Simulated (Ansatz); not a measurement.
Geometry optimisation, RKS PBE/def2-SVP in Ansatz 0.2.0.

The input (input.yaml):

```yaml
crystal:
  periodic: [false, false, false]
  atoms:
    - { symbol: Ga, position_ang: [0.0, 0.0, 0.0] }
    - { symbol: H, position_ang: [0.0, 0.0, 1.92] }
    - { symbol: Cl, position_ang: [1.9398, 0.0, -1.12] }
    - { symbol: Cl, position_ang: [-1.9398, 0.0, -1.12] }
    - { symbol: O, position_ang: [0.0874, -1.9815, 0.659] }
    - { symbol: H, position_ang: [-0.4591, -2.5661, 0.0429] }
    - { symbol: H, position_ang: [0.0441, -1.0002, 1.8157] }
basis:
  gaussian: { orbitals: def2-SVP }
hamiltonian:
  xc: pbe
relax:
  f_tol: 0.15
  max_steps: 25
  restrain:
    - { distance: [0, 4], at: 2.99, k: 30.0 }
    - { distance: [6, 1], at: 1.86, k: 30.0 }
    - { distance: [0, 1], at: 1.57, k: 30.0 }
    - { distance: [6, 4], at: 1.01, k: 30.0 }
output:
  orbitals: {}
```

Launched with:

```bash
$ ansatz run input.yaml --threads 2 --pin off --max-ram 3072MiB --backend cpu --events-out ev --progress --plain --runs-dir out
```

Where does it end, and by what steps?

The forces met the threshold. The restraints hold the end off the free minimum. After 12 steps the energy has fallen by 1.663 eV (the restraints' own energy left out); H6 moved furthest, 0.85 Å. Parted: Ga1–O5 (2.09 → 2.97 Å). Joined: O5–H7 (1.52 → 0.99 Å).

| step | energy less start (eV) | largest force component (eV/Å) | accepted |
| --- | --- | --- | --- |
| 0 | 0.0000 | 3.000 | yes |
| 1 | 0.3238 | 2.651 | yes |
| 2 | -0.2556 | 3.245 | yes |
| 3 | -1.0330 | 1.889 | yes |
| 4 | -1.4257 | 0.972 | yes |
| 5 | -1.5609 | 0.921 | yes |
| 6 | -1.6200 | 0.807 | yes |
| 7 | -1.5957 | 2.007 | no |
| 8 | -1.6426 | 0.808 | yes |
| 9 | -1.6569 | 0.822 | yes |
| 10 | -1.6495 | 1.003 | no |
| 11 | -1.6596 | 0.796 | yes |
| 12 | -1.6630 | 0.819 | yes |

```xyz
7
Properties=species:S:1:pos:R:3
Ga 0.104 0.292 -0.123
H 0.070 0.145 1.440
Cl 1.903 0.735 -1.215
Cl -1.734 0.232 -1.253
O 0.122 -2.477 0.962
H -0.799 -2.757 0.794
H 0.007 -1.717 1.593
```

Run time: 36 s on 2 threads of Arm Neoverse N1, on a shared host, peak memory 0.14 GiB.
